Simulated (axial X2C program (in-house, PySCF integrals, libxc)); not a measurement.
# Photoelectron levels of InS⁻ by EOM-IP-CCSD

Computed with an axial X2C code built on PySCF integrals: two-component X2C with atomic mean-field Coulomb and Gaunt terms, Gaussian nuclei, basis In dyall-acv3z, S dyall-av3z with contracted cores.

R = 2.534 Å (1.090 times 2.325 Å, the PBE0 minimum at charge -1 for the lowest determinant).

Vertical detachment energies of InS⁻ to the states of InS:

| Ω of InS | vertical detachment energy (eV) | above lowest (cm⁻¹) | ionised spinor | one-hole weight |
| --- | --- | --- | --- | --- |
| 3/2 | 2.471 | 0 | 82% S pπ, 9% In pπ | 0.92 |
| 1/2 | 2.515 | 354 | 81% S pπ, 9% In pπ | 0.92 |
| 1/2 | 2.663 | 1552 | 51% S pσ, 32% In pσ, 13% In sσ | 0.94 |
| 1/2 | 6.362 | 31384 | 60% In sσ, 28% S pσ | 0.85 |

What is the splitting of the first π pair in the table, and is it regular or inverted?

E(3/2) − E(1/2) = 0 − 354 = -354 cm⁻¹ at EOM-IP-CCSD: inverted, Ω = 3/2 lower. Splittings at this level can be off by ten to twenty per cent.

This point took 27 s on 1 thread of Intel(R) Xeon(R) 6975P-C (Granite Rapids), with other jobs on the host.

Reference electrons by ω block (each with its −ω partner): 1/2: 22, 3/2: 9, 5/2: 2. 20 electrons of InS⁻ correlated (inner shells frozen), 82 natural virtual spinors (a truncated set); levels can be off by some tenths of an eV. Roots sought by Ω: (1/2: 4, 3/2: 3, 5/2: 1); the list ends where they run out and leaves out roots under 60 % one-particle weight. The solver can skip a root, and states that need a further excitation, which the method places far too high, are missing though they may lie low or lowest. T1 of the reference 0.020 (Lee–Taylor). Number of frozen shells: In 4 s, 3 p, 1 d; S 2 s, 1 p.
